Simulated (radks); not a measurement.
The terbium ion Tb+, 64 electrons, occupied as [Xe] 4f9 6s1 (the NIST ground configuration). All-electron calculation, scalar-relativistic Kohn-Sham, PBE, spin-polarised, spherical densities, finite nucleus; open shells are filled with parallel spins first (spin-orbit coupling, left out, can overturn this in heavy ions); Fermi nuclear charge, rms radius 5.06 fm. Program: a radial shooting solver on a logarithmic mesh with Libxc functionals.

X-ray form factor f0, the Fourier transform of the density (f0(0) = 64):

sin(theta)/lambda (1/angstrom),f0 (electrons)
0.05,63.034
0.1,60.578
0.15,57.390
0.2,53.939
0.25,50.460
0.3,47.111
0.4,41.161
0.5,36.275
0.6,32.217
0.8,25.837
1,21.333
1.25,17.743
1.5,15.424
2,11.840
